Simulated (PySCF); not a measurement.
**Mayer bond orders and bond lengths**

Compound: C6H9NOSi.
SMILES with atom numbers: `[CH3:1][C@@H:2]1[SiH2:3][O:4][CH2:5][CH:6]=[C:7]1[C:8]#[N:9]` (hydrogens: H10, H11, H12 on C1; H13 on C2; H14, H15 on Si3; H16, H17 on C5; H18 on C6)

Geometry (GFN2-xTB, Å), atoms numbered from 1 in this order:
```
atom  x, y, z in Å
C1     1.6754   -0.5742   -0.8939
C2     0.8177   -0.5574    0.3767
Si3   -0.7167   -1.6856    0.2332
O4    -1.8000   -0.7866   -0.5766
C5    -1.9795    0.5908   -0.4267
C6    -0.8668    1.3370    0.2289
C7     0.3194    0.8477    0.6025
C8     1.2464    1.7097    1.2349
N9     2.0269    2.3719    1.7532
H10    1.0740   -0.3234   -1.7657
H11    2.1021   -1.5631   -1.0432
H12    2.4900    0.1465   -0.8204
H13    1.4632   -0.8259    1.2183
H14   -0.5496   -2.8130   -0.6657
H15   -1.1734   -2.0203    1.5854
H16   -2.1450    1.0090   -1.4304
H17   -2.9004    0.7623    0.1509
H18   -1.0926    2.3809    0.4070
```

Bond orders from the PBE0/pcSseg-1 density (PySCF). Isolated species at its GFN2-xTB geometry (one conformer only).

Where do the orders between heavy atoms depart from those drawn in the SMILES?

The largest departure is 0.212, at C6–C7 (drawn double, 1.788). Drawn single, order below 0.88: C2–Si3 (0.835).

Set the Mayer orders of the bonds between heavy atoms beside their lengths.

```csv
bond,drawn as,length (Å),Mayer order
C1–C2,single,1.533,1.020
C2–Si3,single,1.910,0.835
Si3–O4,single,1.624,0.969
O4–C5,single,1.397,0.907
C5–C6,single,1.492,1.072
C6–C7,double,1.336,1.788
C7–C8,single,1.415,1.060
C8–N9,triple,1.147,3.021
C7–C2,single,1.508,1.004
```

Bonds between the same two heavy elements. C–C: lowest C7–C2 (1.004, 1.508 Å), highest C6–C7 (1.788, 1.336 Å).

And the bonds to hydrogen?

C–H: 0.93 to 0.96 (7 bonds); H–Si: 0.91 to 0.94 (2 bonds).

Sum the orders of all bonds at each heavy atom with more than one neighbour and set the sums beside the valence in the SMILES.

C1 3.905 (drawn 4), C2 3.786 (drawn 4), Si3 3.649 (drawn 4), O4 1.876 (drawn 2), C5 3.833 (drawn 4), C6 3.800 (drawn 4), C7 3.852 (drawn 4), C8 4.081 (drawn 4). Orders between atoms that aren't bonded are not in these sums.

For a closed shell the Mayer order of atoms A and B is Σ (PS)μν (PS)νμ over the basis functions μ on A and ν on B, with P the density and S the overlap matrix.
